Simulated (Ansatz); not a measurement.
C2H8AsGa, SMILES [CH3][Ga]([CH3])[AsH2]. Atoms are numbered in the order given.

```xyz
12

Ga     0.4206    -0.6847     0.3592
C      2.1746    -1.2407    -0.3896
H      2.3040    -2.3329    -0.3192
H      2.9779    -0.7768     0.2097
H      2.3074    -0.9287    -1.4358
C     -0.3155    -1.5253     2.0023
H     -0.9835    -2.3533     1.7065
H     -0.9139    -0.8155     2.5937
H      0.4797    -1.9468     2.6371
As    -0.7896     1.1858    -0.6662
H     -2.1477     0.5078    -0.4752
H     -0.6078     0.6195    -2.0759
```
Charge 0, spin multiplicity 1.

The structure is a stationary point at B3LYP-D3(BJ)/def2-SVP. The isomer is the one that the SMILES or the coordinates give; other isomers of the formula were not compared.

Two levels are set side by side: PBE-D3(BJ)/def2-SVP (Ansatz, a first-principles code) and B3LYP-D3(BJ)/def2-SVP (Ansatz). Each level has its own optimised geometry; the coordinates shown are those of the second. Differences are taken from unrounded values.

```csv
quantity,B3LYP-D3(BJ),PBE-D3(BJ),PBE-D3(BJ) minus B3LYP-D3(BJ)
mean bond length (Å),1.464,1.469,0.006
bond Ga1–C2 (Å),1.987,1.987,0.000
bond Ga1–C6 (Å),1.987,1.987,0.000
bond Ga1–As10 (Å),2.453,2.452,0.000
bond C2–H3 (Å),1.102,1.109,0.007
bond C2–H4 (Å),1.104,1.112,0.007
bond C2–H5 (Å),1.100,1.107,0.007
bond C6–H7 (Å),1.104,1.111,0.007
bond C6–H8 (Å),1.101,1.108,0.007
bond C6–H9 (Å),1.101,1.108,0.007
bond As10–H11 (Å),1.530,1.540,0.010
bond As10–H12 (Å),1.530,1.540,0.010
```

Exact exchange shortens and stiffens bonds; PBE has none. Differences between two approximate levels are no errors against the true value.
